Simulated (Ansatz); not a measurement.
The lowest singlet and triplet of FHSi (SMILES F[SiH]); geometries from B3LYP-D3(BJ)/def2-TZVP, each state relaxed from the structure named, with no frequency check.
Singlet at the triplet's geometry (charge 0, multiplicity 1):
| atom | x (Å) | y (Å) | z (Å) |
|---|---|---|---|
| F | 0.9261 | -0.4626 | 0.0000 |
| Si | -0.4757 | 0.3370 | 0.0000 |
| H | -1.6752 | -0.5540 | 0.0000 |

A positive gap puts the triplet lower; no zero-point energy. R- takes a restricted singlet. The triplet is unrestricted in single-reference levels. Active spaces average the two states.

Correlated levels freeze the cores.

Run with Ansatz (a first-principles code). 

R-PBE/def2-TZVPP gives -28.06 kcal/mol for the gap E(singlet) − E(triplet), vertical, at the triplet's geometry.

Task: Where do these levels fall relative to PBE: R-r2SCAN/def2-TZVPP, R-B3LYP/def2-TZVPP, R-wB97M-V/def2-TZVPP, R-B2PLYP/def2-TZVPP, R-MP2/cc-pV(Q+d)Z, R-CCSD(T)/cc-pV(Q+d)Z, SC-NEVPT2 on SA-CASSCF(2,2)/cc-pV(Q+d)Z, FIC-MRCISD+Q on SA-CASSCF(2,2)/cc-pV(Q+d)Z.

Result: R-r2SCAN/def2-TZVPP 5.54; R-B3LYP/def2-TZVPP -4.18; R-wB97M-V/def2-TZVPP -9.15; R-B2PLYP/def2-TZVPP -3.99; R-MP2/cc-pV(Q+d)Z -1.94; R-CCSD(T)/cc-pV(Q+d)Z -4.88; SC-NEVPT2 on SA-CASSCF(2,2)/cc-pV(Q+d)Z -6.02; FIC-MRCISD+Q on SA-CASSCF(2,2)/cc-pV(Q+d)Z -5.07 kcal/mol. 1 of 8 lie above PBE; the widest gap is to R-wB97M-V/def2-TZVPP.

Doubts at one or more of the structures used: a restricted determinant that unrestricted orbitals would lower (R-r2SCAN/def2-TZVPP, R-B2PLYP/def2-TZVPP, R-MP2/cc-pV(Q+d)Z, R-CCSD(T)/cc-pV(Q+d)Z).
